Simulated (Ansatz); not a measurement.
YAl₆⁻, relaxed as a singlet with RKS r2SCAN-D4/def2-SVPD in Ansatz, starting from the GFN1-xTB geometry. Force threshold 0.02 eV/Å.

In the def2 sets Y takes a core potential; there is no spin–orbit coupling. The restricted singlet is unstable towards broken spin symmetry in Hartree–Fock (as tested in another run); at r2SCAN-D4/def2-SVPD this wasn't settled. The relaxation made no stability test and no search for a lower SCF solution. No other spin state of charge -1 was run. The structure comes from a short search, and lower isomers may exist.

Start:

```xyz
7

Y    -0.0598    0.0673   -0.0016
Al    0.0646    0.3327   -1.7914
Al    1.3062    1.3274    0.3196
Al   -0.6241    0.6309    0.3013
Al    0.3735   -0.6863    1.1850
Al    0.4148   -0.5163    0.2289
Al   -1.4752   -1.1557   -0.2418
```

Task: Estimate the energy that the relaxation releases and the steps that it takes.

Result: 52890.4 kJ/mol, in 30 steps; 4.8 min on 4 threads of Arm Neoverse V2 on a shared host. No frequencies were taken in this run, so the end may be a saddle point.

Task: Does the start keep its bonding?

Result: Bonds lost: Y1–Al5, Y1–Al6, Al2–Al4, Al4–Al6 (atoms count from 1). Metal–metal contacts that move far: Al3–Al4 2.05 to 2.90 Å, Al4–Al7 2.05 to 2.88 Å.

Task: Predict the relaxed structure.

Result: 
Cartesian coordinates in Å:
```
Y -1.220 1.530 -1.163
Al 0.692 -0.263 -2.266
Al 1.194 1.077 0.227
Al -1.341 1.089 1.644
Al 0.377 -0.762 1.963
Al 1.460 -1.549 -0.210
Al -1.163 -1.121 -0.194
```
Bond lengths (bridged metal pairs left out): 10 × Al–Al 2.54 to 2.90 Å; 4 × Al–Y 2.82 to 2.84 Å.
